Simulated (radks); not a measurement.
Results of a calculation; reference values are marked as such.
The mean radii <r> (bohr) of the occupied orbitals of an atom or ion are listed with their occupations. Code: a radial shooting solver on a logarithmic mesh with Libxc functionals. Model: Dirac Kohn-Sham, relativistic LDA (MacDonald-Vosko exchange, VWN5 correlation), spin-unpolarised, spherical densities, finite nucleus; Fermi nuclear charge, rms radius of each element as measured or else 0.836 A^(1/3) + 0.57 fm.

orbital  occ.      <r>
1s1/2       2  0.01695
2s1/2       2  0.07077
2p1/2       2  0.05822
2p3/2       4  0.06673
3s1/2       2   0.1834
3p1/2       2   0.1736
3p3/2       4   0.1889
3d3/2       4   0.1644
3d5/2       6   0.1691
4s1/2       2   0.3891
4p1/2       2   0.3877
4p3/2       4   0.4145
4d3/2       4   0.4088
4d5/2       6   0.4166
4f5/2       3   0.3943

Name the element and its charge. Open shells, if any, fill j = l - 1/2 first.

Answer. Z = 79, gold, charge +30: Au30+ in [Kr] 4d10 4f3. The 1s radius gives Z: for a bare nucleus <r> = (2 gamma + 1)/(2Z) with gamma = sqrt(1 - (Z/c)^2), 0.01667 bohr for Z = 79, and screening makes it slightly larger (0.01695 here). The occupations add up to 49, and the charge is Z minus that.
